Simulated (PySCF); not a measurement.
Ranking problems on computed properties.

Each SMILES stands for a single optimised conformer of the isolated species, non-relativistic unless stated. Electronic properties by PySCF.

Dipoles, sizes and rotational constants follow the conformer. The torsions of the flexible species, by atom-mapped SMILES:
- `[CH2:1]=[CH:2][C@@H:3]1[CH:4][C@@H:5]1[CH:6]([F:7])[F:8]`: C1–C2–C3–C4 -160°, C4–C5–C6–F7 -149°
- `[CH3:1]/[N:2]=[CH:3]\[Si:4]([CH3:5])[CH3:6]`: N2–C3–Si4–C5 -33°
- `[F:1][CH:2]([F:3])[O:4][C:5]1[CH2:6][CH2:7][S:8]1`: F1–C2–O4–C5 -161°, C2–O4–C5–C6 172°
- `[H]/[C:1]=[C:2]([F:3])/[CH:4]=[C:5](\[CH3:6])[CH2:7][F:8]`: C1–C2–C4–C5 0°, C4–C5–C7–F8 -1°
- `[CH3:1][CH:2]([CH3:3])[c:4]1[cH:5][o:6][c:7]([O-:8])[cH:9]1`: C1–C2–C4–C5 -119°
- `[CH2:1]=[C:2]([F:3])/[CH:4]=[C:5](\[CH3:6])[CH:7][F:8]`: C1–C2–C4–C5 180°, C4–C5–C7–F8 180°
- `[CH3:1][C:2](=[O:3])[C+:4]([F:5])[CH:6][CH2:7][F:8]`: C1–C2–C4–F5 -1°, C2–C4–C6–C7 -6°, C4–C6–C7–F8 139°
- `[CH2:1]=[CH:2][C:3]1[C@@H:4]([CH3:5])[C@@H:6]1[O:7][CH:8]=[O:9]`: C1–C2–C3–C4 179°, C4–C6–O7–C8 136°, C6–O7–C8–O9 1°

(1) Rank by isotropic g value, highest first (unrestricted B3LYP/pcH-1, mean-field spin–orbit at GFN2-xTB geometries).
A. `FC(F)O[C]1CCS1` [radical]
B. `C=C[C@@H]1[CH][C@@H]1C(F)F` [radical]
C. `C/N=C\[Si](C)C` [radical]
D. `[H]/[C]=C(F)/C=C(\C)CF` [radical]

(2) By how much do the two ends of that ranking differ?

(3) Rank by smallest rotational constant, highest first (GFN2-xTB).
A. `C=C(F)/C=C(\C)[CH]F` [radical]
B. `CC(=O)[C+](F)[CH]CF` [radical]
C. `C/N=C\[Si](C)C` [radical]
D. `CC(C)c1coc([O-])c1`
E. `C=C[C@@H]1[CH][C@@H]1C(F)F` [radical]
F. `C(=C)[C]1[C@H]([C@@H]1OC=O)C` [radical]

## Answers

(1) A (2.00463), C (2.00351), B (2.00265), D (2.00174).

(2) By 0.00289, between `FC(F)O[C]1CCS1` [doublet state] and `[H]/[C]=C(F)/C=C(\C)CF` [doublet state].

(3) C (1.314 GHz), E (1.077 GHz), B (0.989 GHz), D (0.930 GHz), A (0.867 GHz), F (0.817 GHz).
